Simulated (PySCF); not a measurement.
Mayer bond orders and bond lengths

Compound: C₆H₁₁S (charge -1).
Numbering: `[S-:1][CH2:2][CH:3]1[CH2:4][CH2:5][CH2:6][CH2:7]1` (hydrogens: H8, H9 on C2; H10 on C3; H11, H12 on C4; H13, H14 on C5; H15, H16 on C6; H17, H18 on C7)

Cartesian coordinates in Å at the GFN2-xTB level; atoms count from 1:
```
atom  x, y, z in Å
S1     1.8684    1.6320   -1.3913
C2     2.0700    0.4192   -0.0700
C3     0.7471   -0.2048    0.3862
C4    -0.2739    0.8568    0.8266
C5    -1.6318    0.4442    0.2341
C6    -1.4201   -0.9660   -0.3184
C7     0.0406   -0.9485   -0.7460
H8     2.7407   -0.3813   -0.4173
H9     2.5526    0.9076    0.7903
H10    0.9502   -0.9012    1.2166
H11   -0.3142    0.9429    1.9152
H12    0.0433    1.8151    0.4100
H13   -1.8931    1.1144   -0.5857
H14   -2.4372    0.4818    0.9727
H15   -1.5676   -1.7095    0.4722
H16   -2.1020   -1.2008   -1.1389
H17    0.1660   -0.3500   -1.6520
H18    0.4522   -1.9458   -0.9159
```

Bond orders from the PBE0/pcSseg-1 density (PySCF). One conformer (not necessarily the lowest) at the GFN2-xTB geometry, without solvent, vibrations or thermal averaging. The pcSseg-1 basis has no diffuse functions, a weakness for an anion. The HOMO energy is positive at this level (+0.40 eV), so the outermost electrons may be held by the finite basis alone.

Problem. Where do the orders between heavy atoms depart from those drawn in the SMILES?

Solution. The largest departure is 0.091, at S1–C2 (drawn single, 1.091).

Problem. Give the Mayer order of every bond, beside its length.

Solution. 
```csv
bond,drawn as,length (Å),Mayer order
S1–C2,single,1.805,1.091
C2–C3,single,1.532,1.001
C3–C4,single,1.537,1.000
C4–C5,single,1.538,1.040
C5–C6,single,1.529,1.043
C6–C7,single,1.522,1.034
C7–C3,single,1.528,0.996
C2–H8,single,1.101,0.946
C2–H9,single,1.101,0.949
C3–H10,single,1.103,0.943
C4–H11,single,1.093,0.959
C4–H12,single,1.092,0.918
C5–H13,single,1.091,0.949
C5–H14,single,1.093,0.961
C6–H15,single,1.095,0.953
C6–H16,single,1.092,0.963
C7–H17,single,1.093,0.912
C7–H18,single,1.092,0.963
```

Bonds between the same two heavy elements. C–C: lowest C7–C3 (0.996, 1.528 Å), highest C5–C6 and C4–C5 (1.043, 1.529 Å); in 2 of the 15 pairs the longer bond (by over 0.003 Å) has the higher order (by 0.02 or more). Bonds named together lie within 0.004.

Problem. Sum the orders of all bonds at each heavy atom with more than one neighbour and set the sums beside the valence in the SMILES.

Solution. C2 3.987 (drawn 4), C3 3.940 (drawn 4), C4 3.917 (drawn 4), C5 3.993 (drawn 4), C6 3.993 (drawn 4), C7 3.905 (drawn 4). Orders between atoms that aren't bonded are not in these sums.

For a closed shell the Mayer order of atoms A and B is Σ (PS)μν (PS)νμ over the basis functions μ on A and ν on B, with P the density and S the overlap matrix.
